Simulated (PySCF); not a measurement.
Kr⁺: ionisation energy

Kr⁺ [Ar] 3d10 4s2 4p5 (2P) → Kr²⁺ [Ar] 3d10 4s2 4p4 (3P), as a difference of total energies. Calculation: PySCF 2.14, in def2-TZVPPD (7s6p5d1f, 57 functions); the non-relativistic Hamiltonian (point nucleus). Correlated levels: valence: [Ar] 3d10 frozen. The calculations carry no spin-orbit coupling.

```csv
method,ionisation energy (eV)
UHF,23.234
MP2 (valence),24.051
SCS-MP2 (valence),24.048
CCSD (valence),24.054
CCSD(T) (valence),24.083
```

Question: How much does correlation contribute at CCSD(T) (valence)?

Answer: 24.083 − (23.234) = 0.849 eV, measured against UHF.

A first-order spin-orbit estimate (lowest level to lowest level, LS coupling) adds -0.022 eV.

These non-relativistic numbers lack the scalar-relativistic shift.

Errors of the correlated levels include the incompleteness of this basis and the frozen core.

For comparison: 24.360 eV (measured; NIST Atomic Spectra Database, ionization energies).
